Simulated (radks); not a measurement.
The numbers below are computed, except where a source is named.
Question: All-electron atom: W LVII in [Ar]. Level of theory: Dirac Kohn-Sham, relativistic LDA (MacDonald-Vosko exchange, VWN5 correlation), spin-unpolarised, spherical densities, finite nucleus; Fermi nuclear charge, rms radius 5.3658 fm (a radial shooting solver on a logarithmic mesh with Libxc functionals). Some entries of the table are withheld. Estimate them.

orbital,occ.,eigenvalue (hartree),<1/r> (bohr^-1)
1s1/2,2,-2682.176,(1)
2s1/2,2,-583.8870,21.29
2p1/2,2,(2),(3)
2p3/2,4,(4),(5)
3s1/2,2,-227.5698,8.448
3p1/2,2,(6),(7)
3p3/2,4,(8),(9)

Answer: 
(1) 1s1/2 <1/r> (bohr^-1): 86.63
(2) 2p1/2 eigenvalue (hartree): -566.6233
(3) 2p1/2 <1/r> (bohr^-1): 21.21
(4) 2p3/2 eigenvalue (hartree): -516.7663
(5) 2p3/2 <1/r> (bohr^-1): 17.87
(6) 3p1/2 eigenvalue (hartree): -221.0202
(7) 3p1/2 <1/r> (bohr^-1): 8.374
(8) 3p3/2 eigenvalue (hartree): -208.1668
(9) 3p3/2 <1/r> (bohr^-1): 7.476
